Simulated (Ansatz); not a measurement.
Geometry optimisation, RHF/def2-SVP (Ansatz).

Input file:

```yaml
crystal:
  periodic: [false, false, false]
  atoms:
    - { symbol: Sn, position_ang: [-0.038599, 0.087799, -0.052006] }
    - { symbol: O, position_ang: [-0.131894, -0.001042, 1.91273] }
    - { symbol: H, position_ang: [-0.964364, 0.129783, 2.338499] }
    - { symbol: H, position_ang: [1.621906, 0.201128, -0.407307] }
    - { symbol: C, position_ang: [-1.117345, 1.845422, -0.69207] }
    - { symbol: H, position_ang: [-2.191233, 1.658098, -0.71895] }
    - { symbol: H, position_ang: [-0.922226, 2.670479, -0.006277] }
    - { symbol: H, position_ang: [-0.793902, 2.142157, -1.690611] }
    - { symbol: H, position_ang: [-0.739184, -1.333647, -0.696315] }
    - { symbol: H, position_ang: [1.381416, -2.195193, 1.156584] }
    - { symbol: H, position_ang: [1.106825, -1.826883, 1.699724] }
basis:
  gaussian: { orbitals: def2-SVP }
hamiltonian:
  xc: hf
relax:
  f_tol: 0.03
  max_steps: 50
```

Launched with:

```bash
$ ansatz run input.yaml --threads 2 --pin off --max-ram 3072MiB --backend cpu --events-out ev --progress --plain --runs-dir out
```

Task: Where does it end, and by what steps?

Result: The forces met the threshold. The force dipped under the threshold on the way, but the program's further checks kept it going. After 26 steps the energy has fallen by 0.190 eV; H10 moved furthest, 1.95 Å.

```json
{"step": "0", "energy less start (eV)": "0.0000", "largest force component (eV/Å)": "1.162", "accepted": "yes"}
{"step": "1", "energy less start (eV)": "-0.0933", "largest force component (eV/Å)": "0.164", "accepted": "yes"}
{"step": "2", "energy less start (eV)": "-0.1318", "largest force component (eV/Å)": "0.060", "accepted": "yes"}
{"step": "3", "energy less start (eV)": "-0.1481", "largest force component (eV/Å)": "0.277", "accepted": "yes"}
{"step": "4", "energy less start (eV)": "-0.1555", "largest force component (eV/Å)": "0.412", "accepted": "yes"}
{"step": "5", "energy less start (eV)": "-0.1595", "largest force component (eV/Å)": "0.414", "accepted": "yes"}
{"step": "6", "energy less start (eV)": "-0.1628", "largest force component (eV/Å)": "0.393", "accepted": "yes"}
{"step": "7", "energy less start (eV)": "-0.1675", "largest force component (eV/Å)": "0.247", "accepted": "yes"}
{"step": "8", "energy less start (eV)": "-0.1718", "largest force component (eV/Å)": "0.235", "accepted": "yes"}
{"step": "9", "energy less start (eV)": "-0.1715", "largest force component (eV/Å)": "0.433", "accepted": "no"}
{"step": "10", "energy less start (eV)": "-0.1759", "largest force component (eV/Å)": "0.120", "accepted": "yes"}
{"step": "11", "energy less start (eV)": "-0.1772", "largest force component (eV/Å)": "0.304", "accepted": "yes"}
{"step": "12", "energy less start (eV)": "-0.1798", "largest force component (eV/Å)": "0.146", "accepted": "yes"}
{"step": "13", "energy less start (eV)": "-0.1823", "largest force component (eV/Å)": "0.075", "accepted": "yes"}
{"step": "14", "energy less start (eV)": "-0.1833", "largest force component (eV/Å)": "0.232", "accepted": "yes"}
{"step": "15", "energy less start (eV)": "-0.1849", "largest force component (eV/Å)": "0.117", "accepted": "yes"}
{"step": "16", "energy less start (eV)": "-0.1862", "largest force component (eV/Å)": "0.029", "accepted": "yes"}
{"step": "17", "energy less start (eV)": "-0.1871", "largest force component (eV/Å)": "0.095", "accepted": "yes"}
{"step": "18", "energy less start (eV)": "-0.1877", "largest force component (eV/Å)": "0.099", "accepted": "yes"}
{"step": "19", "energy less start (eV)": "-0.1884", "largest force component (eV/Å)": "0.087", "accepted": "yes"}
{"step": "20", "energy less start (eV)": "-0.1888", "largest force component (eV/Å)": "0.074", "accepted": "yes"}
{"step": "21", "energy less start (eV)": "-0.1887", "largest force component (eV/Å)": "0.120", "accepted": "no"}
{"step": "22", "energy less start (eV)": "-0.1892", "largest force component (eV/Å)": "0.040", "accepted": "yes"}
{"step": "23", "energy less start (eV)": "-0.1888", "largest force component (eV/Å)": "0.039", "accepted": "no"}
{"step": "24", "energy less start (eV)": "-0.1894", "largest force component (eV/Å)": "0.015", "accepted": "yes"}
{"step": "25", "energy less start (eV)": "-0.1896", "largest force component (eV/Å)": "0.013", "accepted": "yes"}
{"step": "26", "energy less start (eV)": "-0.1897", "largest force component (eV/Å)": "0.028", "accepted": "yes"}
```

```xyz
11
Properties=species:S:1:pos:R:3
Sn -0.183 0.249 -0.625
O -0.029 -0.431 1.227
H -0.814 -0.695 1.680
H 1.437 0.391 -1.137
C -1.214 2.142 -0.594
H -2.231 2.017 -0.221
H -0.684 2.843 0.053
H -1.262 2.564 -1.600
H -1.043 -0.917 -1.543
H 1.781 -2.656 3.012
H 1.453 -2.129 2.594
```

Run time: 30 s on 2 threads of Arm Neoverse V2, with other jobs on the host, peak memory 0.18 GiB.
